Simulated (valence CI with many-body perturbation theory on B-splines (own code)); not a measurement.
Mn¹⁸⁺: electric-dipole lines

Calculated by valence CI with perturbative core correlation (CI+MBPT): five valence electrons over a frozen Dirac-Fock core [He], a basis of 11 s, 11 p, 10 d, 8 f, 5 g, 2 h functions for each j, with the one-electron correlation potential Σ1, the two-electron term Σ2, the three-electron term Σ3, Breit, model QED; selected CI, second order for the rest, scaled by the run's own slope (own B-spline code, finite nucleus).

No measured levels were compared; by estimate levels of excited configurations hold to 0.05 to 0.15 % of their energy, terms of the ground configuration to about 0.5 %. Among the levels kept, up to 5400 cm⁻¹ of a level comes from second order outside the variational space, and about a tenth of that is noise between levels of different J, which matters for small intervals.

Lines 151 to 200 of 596 in falling wavelength, among levels below 73.533 Ry, chosen from the strongest by gf and those to the six lowest levels. Wavelengths and rates use the calculated energies, so an error of 600 cm⁻¹ moves a line at 390.4 Å by 0.23 % and its rate by three times that or more. Electric multipoles are in the length gauge with retardation, E1 and E2 with the static RPA response of the core. Weak lines are less certain than strong ones. Lines between different terms over intervals too small for the method are left out, as are lines whose strength nearly cancels. Where a level lies close to another of its J and parity, the split of strength between their lines is uncertain. The highest levels of a list are the least certain.

Names give the largest LS component (configuration and term), which can be under half, so a name can repeat, a term be missing and a line seem to break the LS rules; names also repeat where a configuration has a term twice. Letters in brackets count levels of one name in rising energy.

```tsv
λ vac (Å)	Upper	Lower	A (s⁻¹)	S (a.u.) with core polarisation	S without
390.4	2s2p³3d ⁴D°_3/2 [a]	2s2p³3p ⁴P_1/2 [a]	1.48e+09	1.74e-01	1.74e-01
387.8	2s²2p²3d ⁴D_3/2	2s²2p²3p ⁴P°_1/2	1.78e+09	2.05e-01	2.05e-01
385.8	2s2p³3d ⁴D°_5/2 [b]	2s2p³3p ⁴D_5/2 [a]	9.09e+08	1.55e-01	1.55e-01
385.4	2s2p³3p ⁴P_3/2 [c]	2s2p³3s ⁴P°_1/2	1.37e+09	1.55e-01	1.55e-01
385.4	2s2p³3d ⁴D°_1/2 [a]	2s2p³3p ⁴P_1/2 [a]	3.07e+09	1.73e-01	1.73e-01
384.0	2s2p³3d ⁴D°_5/2 [a]	2s2p³3p ⁴P_3/2 [a]	2.60e+09	4.36e-01	4.36e-01
383.5	2s2p³3d ⁴D°_5/2 [a]	2s2p³3p ⁴P_5/2 [a]	1.05e+09	1.75e-01	1.75e-01
382.5	2s2p³3d ²D°_5/2 [b]	2s2p³3p ²D_5/2 [b]	7.72e+08	1.28e-01	1.28e-01
381.6	2s2p³3d ²F°_5/2 [b]	2s2p³3p ⁴P_3/2 [c]	6.87e+08	1.13e-01	1.13e-01
381.1	2s2p³3d ⁴D°_3/2 [a]	2s2p³3p ⁴P_3/2 [a]	2.02e+09	2.20e-01	2.20e-01
380.7	2s²2p²3d ⁴F_3/2	2s²2p²3p ⁴D°_1/2	2.64e+09	2.87e-01	2.87e-01
380.4	2s2p³3d ²P°_3/2 [b]	2s2p³3p ²S_1/2 [a]	1.89e+09	2.05e-01	2.05e-01
380.1	2s2p³3p ²D_5/2 [b]	2s2p³3s ⁴P°_5/2	8.79e+08	1.43e-01	1.43e-01
378.4	2s²2p²3d ²D_3/2 [c]	2s²2p²3p ²P°_1/2 [c]	2.89e+09	3.09e-01	3.09e-01
377.2	2s2p³3d ²D°_5/2 [b]	2s2p³3p ²P_3/2 [b]	2.53e+09	4.02e-01	4.02e-01
377.1	2s2p³3d ²F°_5/2 [c]	2s2p³3p ²F_5/2 [b]	7.78e+08	1.23e-01	1.23e-01
376.8	2s2p³3d ²F°_5/2 [a]	2s2p³3p ²D_3/2 [a]	1.45e+09	2.29e-01	2.29e-01
376.6	2s2p³3d ⁴D°_7/2 [a]	2s2p³3p ⁴P_5/2 [a]	3.74e+09	7.88e-01	7.89e-01
371.1	2s²2p²3p ²D°_5/2 [a]	2s²2p²3s ⁴P_5/2	8.90e+08	1.35e-01	1.35e-01
369.1	2s2p³3d ⁴D°_7/2 [b]	2s2p³3p ⁴F_7/2	6.33e+08	1.26e-01	1.26e-01
366.5	2s2p³3d ⁴D°_5/2 [c]	2s2p³3p ⁴D_5/2 [b]	6.76e+08	9.85e-02	9.86e-02
365.0	2s²2p²3d ²P_3/2 [a]	2s²2p²3p ²S°_1/2	1.76e+09	1.69e-01	1.69e-01
364.1	2s2p³3d ²F°_7/2 [b]	2s2p³3p ⁴P_5/2 [c]	6.70e+08	1.28e-01	1.28e-01
363.2	2s²2p²3p ²P°_3/2 [a]	2s²2p²3s ²P_1/2	1.05e+09	9.97e-02	9.97e-02
361.3	2s²2p²3d ²F_7/2 [b]	2s²2p²3p ²F°_7/2	8.15e+08	1.52e-01	1.52e-01
361.1	2s²2p²3d ²D_5/2 [a]	2s²2p²3p ²P°_3/2 [a]	2.70e+09	3.77e-01	3.77e-01
356.4	2s2p³3p ⁴P_5/2 [b]	2s2p³3s ⁴D°_7/2	3.93e+09	5.27e-01	5.28e-01
356.1	2s2p³3p ⁴P_3/2 [b]	2s2p³3s ⁴D°_5/2	2.78e+09	2.48e-01	2.48e-01
355.7	2s2p³3p ²P_1/2 [f]	2s2p³3s ²P°_1/2 [b]	4.44e+09	1.97e-01	1.97e-01
354.4	2s2p³3p ⁴P_3/2 [b]	2s2p³3s ⁴D°_3/2	1.72e+09	1.51e-01	1.51e-01
352.8	2s2p³3d ⁴D°_3/2 [b]	2s2p³3p ⁴D_3/2 [a]	1.25e+09	1.08e-01	1.08e-01
351.2	2s2p³3p ²P_3/2 [d]	2s2p³3s ²D°_5/2 [b]	1.66e+09	1.42e-01	1.42e-01
350.5	2s²2p²3d ⁴P_5/2	2s²2p²3p ⁴P°_5/2	1.79e+09	2.29e-01	2.29e-01
350.5	2s2p³3d ²P°_3/2 [a]	2s2p³3p ²P_3/2 [a]	1.35e+09	1.15e-01	1.15e-01
349.1	2s2p³3p ²P_1/2 [e]	2s2p³3s ²D°_3/2 [b]	3.75e+09	1.58e-01	1.58e-01
348.6	2s2p³3p ²P_3/2 [d]	2s2p³3s ²S°_1/2	2.86e+09	2.40e-01	2.40e-01
347.7	2s2p³3p ⁴P_1/2 [b]	2s2p³3s ⁴D°_1/2	3.23e+09	1.34e-01	1.34e-01
345.8	2s2p³3d ²D°_5/2 [a]	2s2p³3p ²P_3/2 [a]	1.22e+09	1.49e-01	1.49e-01
345.6	2s2p³3p ⁴P_1/2 [b]	2s2p³3s ⁴D°_3/2	2.94e+09	1.20e-01	1.20e-01
336.3	2s2p³3p ⁴P_5/2 [b]	2s2p³3s ⁴D°_5/2	1.17e+09	1.31e-01	1.31e-01
327.1	2s²2p²3p ²P°_3/2 [b]	2s²2p²3s ²D_3/2	3.97e+09	2.74e-01	2.74e-01
322.9	2s2p³3d ²P°_3/2 [b]	2s2p³3p ²P_3/2 [b]	1.72e+09	1.15e-01	1.15e-01
318.6	2s²2p²3p ²P°_3/2 [b]	2s²2p²3s ²D_5/2	1.65e+09	1.05e-01	1.05e-01
317.3	2s2p³3d ²F°_7/2 [a]	2s2p³3p ²F_7/2 [a]	1.92e+09	2.43e-01	2.43e-01
315.7	2s²2p²3d ²D_5/2 [c]	2s²2p²3p ²F°_5/2	1.49e+09	1.39e-01	1.39e-01
310.6	2s2p³3d ²D°_3/2 [a]	2s2p³3p ²P_1/2 [a]	1.67e+09	9.88e-02	9.89e-02
290.3	2s²2p²3p ²D°_5/2 [b]	2s²2p²3s ²P_3/2	2.17e+09	1.58e-01	1.58e-01
279.2	2s2p³3p ²P_3/2 [f]	2s2p³3s ²S°_1/2	1.78e+09	7.65e-02	7.66e-02
270.9	2s²2p²3p ²D°_3/2 [b]	2s²2p²3s ²P_1/2	2.13e+09	8.36e-02	8.37e-02
255.0	2s2p³3p ⁴P_5/2 [a]	2s²2p²3p ⁴S°_3/2	1.60e+09	7.88e-02	7.89e-02
```
